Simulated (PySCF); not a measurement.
Run record: geometry optimisation, `C[S][GeH2][NH2]`.

Method: PBE0-D3(BJ)/def2-SVP geometry optimisation, gas phase (PySCF 2.14.0). Start geometry: GFN2-xTB. A driver script takes a list of jobs; this job's settings line and coordinates (Å) are shown.

Input:
```
{"job": {"xc": "PBE0", "basis": "def2-SVP", "d3": "d3bj", "grid": 1, "maxiter": 30, "shake": 0.01, "kind": "geom"}, "charge": 0, "multiplicity": 1}
C     -1.856700    -0.281950     0.117260
S     -0.818630     0.367570     1.454910
Ge     0.975760     0.806930     0.270480
N      1.462290    -0.725880    -0.601060
H     -2.791610    -0.614650     0.573070
H     -1.382390    -1.068630    -0.401230
H     -2.093560     0.545100    -0.581370
H      0.758600     1.806760    -0.836020
H      2.040710     1.366350     1.245750
H      2.191750    -0.674300    -1.243290
H      1.551890    -1.553130    -0.014170
```

Output:
```
step   0  E = -2571.32154834  max force = 0.035343
step   1  E = -2571.32586869  max force = 0.011528
step   2  E = -2571.32634375  max force = 0.002853
step   3  E = -2571.32641374  max force = 0.001638
step   4  E = -2571.32644592  max force = 0.001286
step   5  E = -2571.32646430  max force = 0.000479
step   6  E = -2571.32647415  max force = 0.000354
optimisation converged
```

Energies in Eh; «max force» is the largest Cartesian gradient component in Eh/bohr.

**Question.** How much energy does the optimisation release, in kcal/mol?

**Answer.** E(step 0) − E(last step) = 0.004926 Eh, which is 3.1 kcal/mol.

**Question.** Give the first gradient maximum in eV/Å.

**Answer.** With 1 Eh/bohr = 51.422 eV/Å, 1.817 eV/Å.

Summary of the converged run: final energy -2571.32647 Eh after 6 steps; dipole 2.08 D.

**Question.** Where do the atoms end?

**Answer.** 0.115 Å rms from the input after alignment:
```
atom  x, y, z in Å
C1    -1.8958   -0.1574    0.0614
S2    -0.8562    0.5067    1.4038
Ge3    1.0284    0.7694    0.2734
N4     1.4199   -0.8567   -0.4779
H5    -2.7865   -0.5960    0.5311
H6    -1.3533   -0.9366   -0.4918
H7    -2.2120    0.6389   -0.6275
H8     0.8761    1.7403   -0.9145
H9     2.0403    1.3098    1.3073
H10    2.0867   -0.8406   -1.2445
H11    1.6706   -1.5903    0.1784
```

Time: 33 s; peak memory 0.46 GiB. Hardware: an Arm Neoverse V1 with one thread, shared host with 32 logical CPUs at a one-minute load of 9.8.
Labels such as C1 count atoms from 1, the log's own numbers from 0.
